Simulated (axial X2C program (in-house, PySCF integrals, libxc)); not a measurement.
# MoTe⁺: properties at the nuclei

Computed with an axial X2C code built on PySCF integrals: two-component X2C with atomic mean-field Coulomb and Gaunt terms, Gaussian nuclei, basis Te dyall-cv3z, Mo dyall-cv3z with contracted cores.

R = 2.508 Å (near the PBE0 minimum at charge 1 of the determinant lowest at the starting distance; the state shown can have its own minimum elsewhere).

Input and command:
```json
{"zs": [52, 42], "q": 1, "bas": ["dyall-cv3z", "dyall-cv3z"], "r0": 2.49, "levels": ["PBE0", "HF", "B3LYP", "PBE", "LDA"], "nst": 3}
```
```bash
python soeom.py task.json out
```

Keys: zs atomic numbers; q charge; bas basis sets; r0 starting distance in Å; levels methods; nst determinants followed.

Determinant lowest in the PBE0 search, Ω = 3/2 (⟨Sz⟩ = 1.52, ⟨Lz⟩ = -0.02 at PBE0), spin on the atoms Te -0.74, Mo 2.26:

```
level  Eeff magnitude (GV/cm)  Ws magnitude Te (kHz)  Ws magnitude Mo (kHz)  A∥/gI Te (MHz)  qzz Te (a.u.)  A∥/gI Mo (MHz)  qzz Mo (a.u.)
 PBE0                    3.36                  0.604                  0.607             358          -5.74             564          -0.13
   HF                    7.01                    1.7                  0.934             220          -8.56             106          -1.26
B3LYP                    2.25                  0.257                  0.518             265          -4.99             638           0.05
  PBE                    2.21                  0.342                  0.433             308          -4.34             723           0.21
  LDA                    1.78                  0.192                  0.404             220          -4.06             808           0.27
```

Determinant 1.00 eV from it at PBE0 and this distance, Ω = 5/2 (⟨Sz⟩ = 2.50, ⟨Lz⟩ = 0.00 at PBE0), spin on the atoms Te 0.23, Mo 2.27:

| level | Eeff magnitude (GV/cm) | Ws magnitude Te (kHz) | Ws magnitude Mo (kHz) | A∥/gI Te (MHz) | qzz Te (a.u.) | A∥/gI Mo (MHz) | qzz Mo (a.u.) |
| --- | --- | --- | --- | --- | --- | --- | --- |
| PBE0 | 3.16 | 0.425 | 0.269 | 40.3 | -5.38 | 185 | -0.22 |
| HF | 6.28 | 1.08 | 0.373 | -58.7 | -8.74 | -76.6 | -1.19 |
| B3LYP | 2.53 | 0.33 | 0.217 | 50.7 | -5.01 | 227 | -0.12 |
| PBE | 2.6 | 0.353 | 0.202 | 17.3 | -4.56 | 300 | -0.11 |
| LDA | 2.6 | 0.36 | 0.179 | -38.7 | -4.05 | 416 | -0.48 |

Eeff is the effective electric field on the electron electric dipole moment in this Ω state and Ws the scalar–pseudoscalar constant of the nucleus named (defined with the proton number Z and per Ω); A∥ (defined per Ω) follows by multiplying with gI = μI/(I μN); qzz is the electric field gradient, eQq0 = 234.96 MHz × Q/barn × qzz. The operators were transformed with the bare-nucleus X2C matrices; with these basis sets, hyperfine constants and field gradients can be off by tens of per cent, and where levels differ in sign neither size nor sign is settled.

Task: With gI(125Te) = -1.7770 (g factors from the IAEA table of nuclear moments by Stone), turn the PBE0 values of the first state into constants in MHz.

Result: A∥(125Te) = 358 × -1.7770 = -636 MHz.

Each state is one determinant with collinear spin, which with several unpaired electrons need not be a pure state. Unrestricted Hartree–Fock can overshoot spin polarisation at the nuclei. This is the top spin component of a Σ state; components of lower Ω are not single determinants and can lie lower. With several open shells hyperfine constants can be off by a factor of several. Where Eeff spreads by more than a factor of two the levels disagree and none is to be relied on. In the state Ω = 3/2 the atomic spins oppose each other (-0.74, 2.26): a broken-symmetry determinant whose values are not spin-projected. The search compared states at one distance, so a state with another bond length can lie lower. Further determinants of the search, some of them spin-mixed, are not shown. Where a field gradient or hyperfine factor spreads by more than a factor of two over the levels, a constant derived from it is not to be relied on. PBE0 term energies can be off by some tenths of an eV.
